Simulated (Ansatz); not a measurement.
The cluster Zr₃O₆⁻ (the lowest doublet isomer of a short search), 9 atoms. Hardware: 4 threads of Intel Xeon Platinum 8259CL on a shared host.

In the def2 sets Zr takes a core potential; there is no spin–orbit coupling.

How many basis functions does each of these Ansatz runs have, and roughly what does it cost? PBE-D4/def2-SVP, charge -1 quartet, relaxation, 12 steps; HF/STO-3G, charge -1 quartet, energy; PBE-D4/def2-SVP, charge -1 doublet, relaxation, 11 steps; r2SCAN-D4/def2-TZVPD, charge 0 triplet at the geometry of the charge -1 doublet, energy, from earlier orbitals; PBE0-D4/def2-TZVPD, charge 0 singlet at the geometry of the charge -1 doublet, energy; PBE0-D4/def2-TZVPD, charge 0 triplet at the geometry of the charge -1 doublet, energy; HF/STO-3G, charge -1 doublet, energy; r2SCAN0-D4/def2-TZVPD, charge -1 quartet, energy, from earlier orbitals; PBE-D4/def2-SVPD, charge -1 doublet, energy, from earlier orbitals; r2SCAN0-D4/def2-TZVPD, charge -1 doublet, energy, from earlier orbitals; PBE0-D4/def2-TZVPD, charge -1 doublet, energy, from earlier orbitals; r2SCAN-D4/def2-TZVPD, charge -1 quartet, energy, from earlier orbitals.

Other jobs shared the machine, so times can vary by a factor of up to 3. A dash marks memory too small to be measured apart from the calling script's.

```tsv
run	functions	fitting or Cholesky vectors	wall time	peak host memory (GiB)
PBE-D4/def2-SVPD, charge -1 doublet, energy, from earlier orbitals	240	1944	9.5 s	–
HF/STO-3G, charge -1 doublet, energy	111	1440	11 s	0.86
HF/STO-3G, charge -1 quartet, energy	111	1440	13 s	0.86
PBE0-D4/def2-TZVPD, charge 0 singlet at the geometry of the charge -1 doublet, energy	360	2301	13 s	1.8
PBE0-D4/def2-TZVPD, charge -1 doublet, energy, from earlier orbitals	360	2301	41 s	1.9
r2SCAN0-D4/def2-TZVPD, charge -1 doublet, energy, from earlier orbitals	360	2301	43 s	2.1
PBE-D4/def2-SVP, charge -1 doublet, relaxation, 11 steps	177	1692	44 s	–
PBE-D4/def2-SVP, charge -1 quartet, relaxation, 12 steps	177	1692	64 s	–
r2SCAN-D4/def2-TZVPD, charge 0 triplet at the geometry of the charge -1 doublet, energy, from earlier orbitals	360	2067	79 s	2.1
r2SCAN-D4/def2-TZVPD, charge -1 quartet, energy, from earlier orbitals	360	2067	85 s	2.1
r2SCAN0-D4/def2-TZVPD, charge -1 quartet, energy, from earlier orbitals	360	2301	3.1 min	2.3
PBE0-D4/def2-TZVPD, charge 0 triplet at the geometry of the charge -1 doublet, energy	360	2301	3.2 min	2.1
```
